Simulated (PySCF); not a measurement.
WOBr₄, SMILES [O]=[W]([Br])([Br])([Br])[Br], multiplicity 1. Atoms are numbered in the order given.

```xyz
6

W      0.0000     0.0000     0.3827
O      0.0000     0.0000     2.1062
Br     0.0000     0.0000    -2.1873
Br     2.1028     1.2140     0.2989
Br     0.0000    -2.4281     0.2989
Br    -2.1028     1.2140     0.2989
```
Charge 0, spin multiplicity 1.

The structure is a stationary point at PBE-D3(BJ)/def2-SVP. The multiplicity is an assumed one; other spin states were not compared. The def2 effective core potentials stand for the cores of W; spin–orbit coupling is left out.

Computed with PBE-D3(BJ)/def2-SVP (PySCF 2.14.0).

Frequencies are harmonic and unscaled.

Modes within 1.5 cm⁻¹ of each other (mostly degenerate sets) share a row, with their intensities summed.

Computed vibrational spectrum:
| mode | ν (cm⁻¹) | IR (km/mol) | moving atoms (share of kinetic energy) |
|---|---|---|---|
| 1–2 | 33 | 7.0 | Br 91 %, O 8 % |
| 3–4 | 95 | 2.9 | Br 79 %, W 19 % |
| 5 | 123 | 0.1 | Br 65 %, W 32 % |
| 6 | 199 | 20.4 | Br 83 %, W 16 % |
| 7–8 | 209 | 39.2 | O 76 %, Br 16 % |
| 9 | 239 | 3.7 | Br 91 %, W 9 % |
| 10–11 | 274 | 51.9 | Br 60 %, W 35 % |
| 12 | 951 | 130.7 | O 93 % |
